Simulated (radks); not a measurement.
Spherical quantum dot in the effective-mass picture: electrons in a well V = -V0 / (1 + exp((r - R)/a)) with V0 = 2.75, R = 13.5, a = 1, all in effective atomic units (hartree* = m*/eps^2 hartree, bohr* = eps/m* bohr), one dielectric constant everywhere. Calculated with a radial shooting solver with Libxc functionals: non-relativistic Kohn-Sham, LDA (Slater exchange, Perdew-Wang correlation), spin-polarised, spherical densities. Levels are named by radial order and angular momentum (1s, 1p, 1d, 2s, ...), and open shells are averaged over m. Results are scaled to m* = 0.149 and eps = 4.6, for which hartree* = 191.6 meV and bohr* = 1.634 nm.

N = 19, configuration 1s2 1p6 1d10 1f(up 1, down 0). This is the lowest configuration that the search found (a dilute case). Occupied and some empty levels:

level    occupation  eigenvalue (meV)  <r> (nm)
1s up             1           -170.68     15.11
1s down           1           -170.16     15.09
1p up             3           -168.20     15.27
1p down           3           -167.67     15.26
1d up             5           -163.46     15.50
1d down           5           -162.93     15.49
1f up             1           -156.67     15.75
1f down           0           -156.13     15.75
1g up             0           -147.99     16.00
1g down           0           -147.45     16.00
2s up             0           -137.30     10.53
2s down           0           -137.11     10.50
2p up             0           -130.29     11.87
2p down           0           -130.05     11.85
2d up             0           -120.67     12.82
2d down           0           -120.39     12.81

Energy (meV): total -6401.96, kinetic 323.39, external -9638.0, Hartree 3415.3, exchange-correlation -502.70.
